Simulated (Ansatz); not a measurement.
Ansatz (a first-principles code) input (HF/6-31G*):

Ansatz 0.2 input:
```yaml
crystal:
  periodic: [false, false, false]
  atoms:
    - {symbol: S, position_ang: [-0.05019725, -0.01924462, -0.42661503]}
    - {symbol: C, position_ang: [-0.06641700, -0.01091595, 1.25227014]}
    - {symbol: H, position_ang: [1.20165793, 0.37340957, -0.68778027]}
basis:
  gaussian:
    orbitals: 6-31G*
hamiltonian:
  xc: {name: HF}
magnetization: {spin_polarized: true, initial_magnetization: 1}
phonons: {temperatures: {t_min: 298.15, t_max: 298.15, t_step: 100}}
```

Output:

```
Functional definition: HF
integrals: 0.00 GiB planned
372 factors; integrals over basis functions are off by at most 6.3e-4 eV
mean field: 0.06 GiB planned
mean field evaluation 1: about -11858.3341 eV, gradient 9.2e0 eV
mean field evaluation 2: about -11858.3395 eV, gradient 9.2e0 eV
mean field evaluation 4: about -11859.3150 eV, gradient 1.5e0 eV
mean field evaluation 8: about -11859.3568 eV, gradient 7.6e-3 eV
mean field evaluation 16: about -11851.6599 eV, gradient 1.6e1 eV
mean field evaluation 32: about -11847.8782 eV, gradient 1.2e1 eV
mean field evaluation 64: about -11859.3568 eV, gradient 5.0e-6 eV
mean field -11859.35677918 eV, -435.8233230741 hartree, gradient 5.0e-6 eV, S^2 0.765444; 0 other end points of the search recorded, 0 dependent functions left out
the calculation of the forces begins
reference -11859.35677918 eV, -435.8233230741 hartree; 12, 11 occupied and 24, 25 virtual orbitals, 372 factors
these checks for a lower state are left out or cut short: stability, starts, cluster_reference, orbital_swaps, neighbouring_geometries, increment
integrals: 0.00 GiB planned
372 factors; integrals over basis functions are off by at most 6.3e-4 eV
mean field: 0.06 GiB planned
mean field -11859.35668590 eV, -435.8233196460 hartree, gradient 8.7e-7 eV, S^2 0.765371; 0 other end points of the search recorded, 0 dependent functions left out
the calculation of the forces begins
reference -11859.35668590 eV, -435.8233196460 hartree; 12, 11 occupied and 24, 25 virtual orbitals, 372 factors
these checks for a lower state are left out or cut short: stability, starts, cluster_reference, orbital_swaps, neighbouring_geometries, increment
integrals: 0.00 GiB planned
372 factors; integrals over basis functions are off by at most 6.3e-4 eV
mean field: 0.06 GiB planned
mean field -11859.35668373 eV, -435.8233195665 hartree, gradient 8.4e-7 eV, S^2 0.765518; 0 other end points of the search recorded, 0 dependent functions left out
the calculation of the forces begins
reference -11859.35668373 eV, -435.8233195665 hartree; 12, 11 occupied and 24, 25 virtual orbitals, 372 factors
these checks for a lower state are left out or cut short: stability, starts, cluster_reference, orbital_swaps, neighbouring_geometries, increment
integrals: 0.00 GiB planned
372 factors; integrals over basis functions are off by at most 6.3e-4 eV
mean field: 0.06 GiB planned
mean field -11859.35673803 eV, -435.8233215621 hartree, gradient 2.0e-6 eV, S^2 0.765377; 0 other end points of the search recorded, 0 dependent functions left out
the calculation of the forces begins
reference -11859.35673803 eV, -435.8233215621 hartree; 12, 11 occupied and 24, 25 virtual orbitals, 372 factors
these checks for a lower state are left out or cut short: stability, starts, cluster_reference, orbital_swaps, neighbouring_geometries, increment
integrals: 0.00 GiB planned
372 factors; integrals over basis functions are off by at most 6.3e-4 eV
mean field: 0.06 GiB planned
mean field -11859.35673716 eV, -435.8233215298 hartree, gradient 2.1e-6 eV, S^2 0.765511; 0 other end points of the search recorded, 0 dependent functions left out
the calculation of the forces begins
reference -11859.35673716 eV, -435.8233215298 hartree; 12, 11 occupied and 24, 25 virtual orbitals, 372 factors
these checks for a lower state are left out or cut short: stability, starts, cluster_reference, orbital_swaps, neighbouring_geometries, increment
integrals: 0.00 GiB planned
372 factors; integrals over basis functions are off by at most 6.3e-4 eV
mean field: 0.06 GiB planned
mean field evaluation 96: about -11859.3568 eV, gradient 4.5e-5 eV
mean field -11859.35677304 eV, -435.8233228485 hartree, gradient 1.9e-6 eV, S^2 0.765433; 0 other end points of the search recorded, 0 dependent functions left out
the calculation of the forces begins
reference -11859.35677304 eV, -435.8233228485 hartree; 12, 11 occupied and 24, 25 virtual orbitals, 372 factors
these checks for a lower state are left out or cut short: stability, starts, cluster_reference, orbital_swaps, neighbouring_geometries, increment
integrals: 0.00 GiB planned
372 factors; integrals over basis functions are off by at most 6.3e-4 eV
mean field: 0.06 GiB planned
mean field -11859.35677287 eV, -435.8233228424 hartree, gradient 2.1e-6 eV, S^2 0.765454; 0 other end points of the search recorded, 0 dependent functions left out
the calculation of the forces begins
reference -11859.35677287 eV, -435.8233228424 hartree; 12, 11 occupied and 24, 25 virtual orbitals, 372 factors
these checks for a lower state are left out or cut short: stability, starts, cluster_reference, orbital_swaps, neighbouring_geometries, increment
integrals: 0.00 GiB planned
372 factors; integrals over basis functions are off by at most 6.3e-4 eV
mean field: 0.06 GiB planned
mean field -11859.35673759 eV, -435.8233215458 hartree, gradient 2.1e-6 eV, S^2 0.765489; 0 other end points of the search recorded, 0 dependent functions left out
the calculation of the forces begins
reference -11859.35673759 eV, -435.8233215458 hartree; 12, 11 occupied and 24, 25 virtual orbitals, 372 factors
these checks for a lower state are left out or cut short: stability, starts, cluster_reference, orbital_swaps, neighbouring_geometries, increment
integrals: 0.00 GiB planned
372 factors; integrals over basis functions are off by at most 6.3e-4 eV
mean field: 0.06 GiB planned
mean field -11859.35673790 eV, -435.8233215572 hartree, gradient 2.1e-6 eV, S^2 0.765399; 0 other end points of the search recorded, 0 dependent functions left out
the calculation of the forces begins
reference -11859.35673790 eV, -435.8233215572 hartree; 12, 11 occupied and 24, 25 virtual orbitals, 372 factors
these checks for a lower state are left out or cut short: stability, starts, cluster_reference, orbital_swaps, neighbouring_geometries, increment
integrals: 0.00 GiB planned
372 factors; integrals over basis functions are off by at most 6.3e-4 eV
mean field: 0.06 GiB planned
mean field -11859.35669403 eV, -435.8233199448 hartree, gradient 1.9e-6 eV, S^2 0.765529; 0 other end points of the search recorded, 0 dependent functions left out
the calculation of the forces begins
reference -11859.35669403 eV, -435.8233199448 hartree; 12, 11 occupied and 24, 25 virtual orbitals, 372 factors
these checks for a lower state are left out or cut short: stability, starts, cluster_reference, orbital_swaps, neighbouring_geometries, increment
integrals: 0.00 GiB planned
372 factors; integrals over basis functions are off by at most 6.3e-4 eV
mean field: 0.06 GiB planned
mean field evaluation 128: about -11859.3505 eV, gradient 8.3e-2 eV
mean field -11859.35669636 eV, -435.8233200304 hartree, gradient 2.8e-6 eV, S^2 0.765360; 0 other end points of the search recorded, 0 dependent functions left out
the calculation of the forces begins
reference -11859.35669636 eV, -435.8233200304 hartree; 12, 11 occupied and 24, 25 virtual orbitals, 372 factors
these checks for a lower state are left out or cut short: stability, starts, cluster_reference, orbital_swaps, neighbouring_geometries, increment
integrals: 0.00 GiB planned
372 factors; integrals over basis functions are off by at most 6.3e-4 eV
mean field: 0.06 GiB planned
mean field -11859.35677271 eV, -435.8233228362 hartree, gradient 1.9e-6 eV, S^2 0.765466; 0 other end points of the search recorded, 0 dependent functions left out
the calculation of the forces begins
reference -11859.35677271 eV, -435.8233228362 hartree; 12, 11 occupied and 24, 25 virtual orbitals, 372 factors
these checks for a lower state are left out or cut short: stability, starts, cluster_reference, orbital_swaps, neighbouring_geometries, increment
integrals: 0.00 GiB planned
372 factors; integrals over basis functions are off by at most 6.3e-4 eV
mean field: 0.06 GiB planned
mean field -11859.35677332 eV, -435.8233228587 hartree, gradient 2.2e-6 eV, S^2 0.765422; 0 other end points of the search recorded, 0 dependent functions left out
the calculation of the forces begins
reference -11859.35677332 eV, -435.8233228587 hartree; 12, 11 occupied and 24, 25 virtual orbitals, 372 factors
Total energy: -11859.35677918 eV, -435.8233230741 hartree
Atom 0 at    -0.050197    -0.019245    -0.426615 Å, force     0.000564     0.000176    -0.000201 eV/Å
Atom 1 at    -0.066417    -0.010916     1.252270 Å, force     0.000030     0.000010     0.000038 eV/Å
Atom 2 at     1.201658     0.373410    -0.687780 Å, force    -0.000594    -0.000186     0.000163 eV/Å
Dipole moment:     0.222712     0.067098    -0.390839 e Å
Vibrations: 874.46 980.65 2777.79 cm⁻¹, zero-point energy 0.287204 eV
```

The blocks after the first are displaced geometries, from whose forces the wavenumbers follow.
